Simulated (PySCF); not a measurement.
## How methods differ on the ionisation energy of As

As [Ar] 3d10 4s2 4p3 (4S) → As⁺ [Ar] 3d10 4s2 4p2 (3P), as a difference of total energies. All numbers are calculated (PySCF 2.14, no relativity, point nucleus, in def2-QZVPPD). Correlated levels: valence: [Ar] 3d10 frozen; valence and next inner shell: [Ne] frozen. The calculations carry no spin-orbit coupling.

Problem. Order these methods by the ionisation energy they give, lowest first.
A. UHF
B. BP86
C. SCS-MP2 (valence)
D. LDA

Solution. A (9.436 eV), C (9.801 eV), B (9.988 eV), D (10.051 eV).

These non-relativistic numbers lack the scalar-relativistic shift.

Errors of the correlated levels include the incompleteness of this basis and the frozen core.

For comparison: 10.008 eV (measured; NIST levels, between the centres of gravity of the two terms).
